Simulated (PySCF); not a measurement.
silacyclobutane (C3H8Si), SMILES C1C[SiH2]C1. Atoms are numbered in the order given.

```xyz
12

C      1.3351     0.1831     0.0000
C      0.3986    -0.1530    -1.2047
Si    -1.0615     0.0565     0.0000
C      0.3986    -0.1530     1.2047
H      2.2971    -0.3568     0.0000
H      1.5711     1.2600     0.0000
H      0.5078    -1.2057    -1.5137
H      0.5057     0.4810    -2.0965
H     -1.6499     1.4296     0.0000
H     -2.1781    -0.9372     0.0000
H      0.5078    -1.2057     1.5137
H      0.5057     0.4810     2.0965
```
Charge 0, spin multiplicity 1.

The structure is a stationary point at B3LYP-D3(BJ)/def2-SVP.

Computed with PySCF 2.14.0 with B3LYP-D3(BJ)/def2-SVP.

Frequencies are harmonic and unscaled.

Computed harmonic wavenumbers and intensities:
| mode | ν (cm⁻¹) | IR (km/mol) | moving atoms (share of kinetic energy) |
|---|---|---|---|
| 1 | 149 | 0.4 | H 62 %, C 35 % |
| 2 | 412 | 5.2 | H 71 %, C 16 %, Si 13 % |
| 3 | 504 | 0.1 | H 95 % |
| 4 | 541 | 19.9 | H 40 %, Si 34 %, C 27 % |
| 5 | 641 | 2.6 | C 49 %, H 36 %, Si 15 % |
| 6 | 672 | 16.0 | H 59 %, C 28 %, Si 13 % |
| 7 | 744 | 19.2 | H 81 %, C 14 % |
| 8 | 815 | 123.2 | H 74 %, Si 16 %, C 10 % |
| 9 | 825 | 8.0 | H 51 %, C 47 % |
| 10 | 892 | 20.1 | C 51 %, H 44 % |
| 11 | 921 | 17.6 | H 55 %, C 41 % |
| 12 | 957 | 13.5 | C 63 %, H 36 % |
| 13 | 964 | 114.3 | H 91 % |
| 14 | 981 | 0.1 | H 97 % |
| 15 | 1081 | 1.1 | H 72 %, C 28 % |
| 16 | 1152 | 17.2 | H 59 %, C 41 % |
| 17 | 1208 | 1.7 | H 72 %, C 28 % |
| 18 | 1238 | 1.4 | H 84 %, C 16 % |
| 19 | 1288 | 2.1 | H 74 %, C 26 % |
| 20 | 1415 | 5.0 | H 91 %, C 9 % |
| 21 | 1432 | 4.3 | H 92 %, C 8 % |
| 22 | 1470 | 0.7 | H 91 %, C 9 % |
| 23 | 2201 | 151.4 | H 97 % |
| 24 | 2209 | 137.6 | H 96 % |
| 25 | 3033 | 45.3 | H 95 % |
| 26 | 3056 | 20.2 | H 94 % |
| 27 | 3057 | 3.4 | H 94 % |
| 28 | 3084 | 21.7 | H 90 %, C 10 % |
| 29 | 3126 | 11.7 | H 91 %, C 9 % |
| 30 | 3126 | 16.9 | H 90 %, C 10 % |
